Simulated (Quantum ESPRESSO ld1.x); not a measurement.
ld1.x (Quantum ESPRESSO 7.5) input

```
 &input
    atom='Xe',
    iswitch=1,
    rel=2,
    dft='REVPBE',
    config='[He] 2s1',
    rel_dist='energy',
    verbosity='high',
    lsmall=.true.,
    prefix='ld1',
    max_out_wfc=37,
    file_charge='ld1.rho',
 /
```

Output (excerpt):

```
     Program LD1 v.7.5 starts

     --------------------------- All-electron run ----------------------------

     dirac relativistic calculation

     atomic number is 54.00
     dft =REVPBE   lsd =0 sic =0 latt =0  beta=0.20 tr2=1.0E-14
     Exchange-correlation= REVPBE
                           (   1   4   4   4   0   0   0)
     mesh =2075 r(mesh) =  99.78481 a.u. xmin = -8.00 dx = 0.00800
     1 Ry =  13.60569312 eV, c = 137.03599908

     n l j   nl                  e(Ry)          e(Ha)          e(eV)
     Spin orbit split results
     1 0 0.5 1S 1( 2.00)   -2918.170005141   -1459.085002570 -39703.7255707
     2 0 0.5 2S 1( 1.00)    -714.100355167    -357.050177584  -9715.8302914
     Averaged results
     1 0     1S 1( 2.00)   -2918.170005141   -1459.085002570 -39703.7255707
     2 0     2S 1( 1.00)    -714.100355167    -357.050177584  -9715.8302914

     final scf error:  2.4E-15 reached in  14 iterations

     Etot =   -6727.785063 Ry,   -3363.892531 Ha,  -91536.178964 eV

     Ekin =    7331.744286 Ry,    3665.872143 Ha,   99753.462805 eV
     Encl =  -14176.361978 Ry,   -7088.180989 Ha, -192879.230676 eV
     Eh   =     198.628434 Ry,      99.314217 Ha,    2702.477521 eV
     Exc  =     -81.795804 Ry,     -40.897902 Ha,   -1112.888614 eV

     normalization and overlap integrals

     s(1S/1S) =  1.000000  <r> =   0.0265  <r2> =    0.0010  r(max) =   0.0171
     LC norm =  0.96006554 + SC norm =  0.03993446 =  1.00000000
     s(2S/2S) =  1.000000  <r> =   0.1073  <r2> =    0.0136  r(max) =   0.0932
     LC norm =  0.99030474 + SC norm =  0.00969526 =  1.00000000

     LC charge =  2.91043581 + SC charge =  0.08956419 =  3.00000000

     ------------------------ End of All-electron run ------------------------
```

Run on one thread of a shared host, so times are rough (Intel(R) Xeon(R) Processor @ 2.60GHz): 0.31 s of CPU time, 1.2 s wall, 14 iterations on 2075 mesh points.
